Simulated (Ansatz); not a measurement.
System: ZrO2 (charge 0, triplet). The spin state was set by rule; other spins were not relaxed. 
Coordinates optimised at B3LYP-D3(BJ)/def2-TZVP (Ansatz, an electronic-structure program):
```xyz
3

Zr     0.1927     0.1373     0.2380
O      0.6032    -0.1057    -1.4665
O     -1.5668    -0.5808     0.2763
```
Charge 0, spin multiplicity 3.

Basis-set convergence of Hartree-Fock and MP2 correlation energies (hartree) with Ansatz. Correlated levels leave the core frozen unless marked. UHF or UKS for open shells. Spin-orbit coupling is left out. The frozen core is the preceding noble-gas configuration, with the filled d and f shells of earlier blocks. In def2 rows, elements after Kr have scalar-relativistic effective core potentials.

The T1 diagnostic of CCSD in the largest basis is 0.048, which is high, so the coupled-cluster rows are less sure than usual.

```json
[
 {"basis": "def2-SVP", "functions": "59", "E(HF)": "-196.10574", "E(corr, MP2)": "-0.44717"},
 {"basis": "def2-TZVPP", "functions": "118", "E(HF)": "?", "E(corr, MP2)": "?"}
]
```

Q: Some entries are withheld; supply them.

A: 
- def2-TZVPP, E(HF): -196.31582
- def2-TZVPP, E(corr, MP2): -0.55144
